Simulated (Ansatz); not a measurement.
`[CH3][Cd][CH](C)C` and `C[CH](C)[Mg][Cl]` differ in one atom or group.

Ansatz, PBE0-D4/def2-TZVP geometries, multiplicity 1. Each molecule was computed in one conformer, which needn't be the lowest.

Elements past krypton have def2 core potentials.

```json
{"property": "HOMO energy (PBE/def2-TZVPP) / eV", "`[CH3][Cd][CH](C)C`": "-5.22"}
{"property": "HOMO energy (B3LYP/def2-TZVPP) / eV", "`[CH3][Cd][CH](C)C`": "-6.06"}
{"property": "HOMO–LUMO gap (PBE0/def2-TZVPP) / eV", "`[CH3][Cd][CH](C)C`": "6.10"}
{"property": "size of the dipole moment (PBE/def2-TZVPP) / D", "`[CH3][Cd][CH](C)C`": "0.18"}
{"property": "LUMO energy (B3LYP/def2-TZVPP) / eV", "`[CH3][Cd][CH](C)C`": "-0.42"}
{"property": "HOMO energy (ωB97M-V/def2-TZVPP) / eV", "`[CH3][Cd][CH](C)C`": "-8.34"}
```

(1) Give the same properties after the change, and the shifts. (Estimate.)

Answers

(1) Computed: 
| property | `C[CH](C)[Mg][Cl]` | shift |
| --- | --- | --- |
| HOMO energy (PBE/def2-TZVPP) / eV | -5.54 | -0.32 |
| HOMO energy (B3LYP/def2-TZVPP) / eV | -6.47 | -0.41 |
| HOMO–LUMO gap (PBE0/def2-TZVPP) / eV | 5.53 | -0.57 |
| size of the dipole moment (PBE/def2-TZVPP) / D | 2.36 | 2.18 |
| LUMO energy (B3LYP/def2-TZVPP) / eV | -1.36 | -0.94 |
| HOMO energy (ωB97M-V/def2-TZVPP) / eV | -8.81 | -0.47 |

With PBE0 the HOMO falls by 0.39 eV and the LUMO falls by 0.97 eV, so the gap narrows by about 0.58 eV. PBE moves the HOMO by -0.32 eV and ωB97M-V by -0.47 eV. Dipoles are sizes alone; their direction can turn.

B3LYP here is the variant with VWN-RPA as its local correlation; programs differ in this.
